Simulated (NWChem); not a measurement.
C₃H₅FSi; SMILES F[C@@H]1C=C[SiH2]1

```xyz
10

F      0.3798    -1.9135    -0.2458
C      0.0234    -0.7988     0.4767
C     -1.2796    -0.1714     0.0445
C     -1.0434     1.1314    -0.2204
Si     0.7950     0.9083     0.0095
H      0.0272    -1.0681     1.5486
H     -2.2367    -0.7107    -0.0087
H     -1.7865     1.8898    -0.4765
H      1.5208     1.7112     1.0443
H      1.6117     0.8859    -1.2395
```
Atoms are numbered in this order, from 1.

Computed with NWChem. Pople sets run with spherical d functions. All runs use the structure optimised with PBE0/def2-SVP. GIAO values for the isolated, static molecule; σ is the absolute isotropic shielding, δ = σ(reference) − σ with the isolated reference molecule computed at the same levels (13C: tetramethylsilane, 19F: trichlorofluoromethane, 1H: tetramethylsilane, 29Si: tetramethylsilane).

For level B3LYP/6-311G**:

```yaml
"δ F1 (ppm)": -227.2
"δ C3 (ppm)": 166.7
"δ Si5 (ppm)": -26.6
"δ H6 (ppm)": 5.29
"δ H9 (ppm)": 5.40
```

**Question.** How do the values read with level Hartree-Fock/6-31G* instead?

**Answer.** The δ F1 (ppm) comes out as -176.2. The δ C3 (ppm) is 156.6 and the δ Si5 (ppm) is -9.8. The δ H6 (ppm) is 4.95. The δ H9 (ppm) comes out as 5.14.
